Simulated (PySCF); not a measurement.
Input file for PySCF: R-B3LYP/3-21G on dimethyl selenide (SMILES C[Se]C), a point of a torsion scan.

```python
from pyscf import gto, scf, dft, mp
from pyscf.data.elements import chemcore

mol = gto.M(
    atom='''
    C     1.46978257   -0.10190784    0.03223713
    Se    0.30925100    0.63491137   -1.35860189
    C    -0.69219156   -1.00031097   -1.73093915
    H     1.77354469   -1.10225648   -0.26457048
    H     2.33523566    0.54672713    0.12674217
    H     0.92860747   -0.14000246    0.97525607
    H    -0.00601906   -1.76577161   -2.08553187
    H    -1.42226806   -0.76883694   -2.50111578
    H    -1.19738560   -1.32766684   -0.82530515
    ''',
    basis='3-21g',
    charge=0, spin=0, verbose=3, max_memory=1800)
mf = dft.RKS(mol, xc='b3lyp')
mf.conv_tol = 1e-8
mf.max_cycle = 100
mf.kernel()
if not mf.converged:
    mf = mf.newton().run(mf.mo_coeff, mf.mo_occ)
```

Give the final energy of this run.

-2469.6058 hartree.
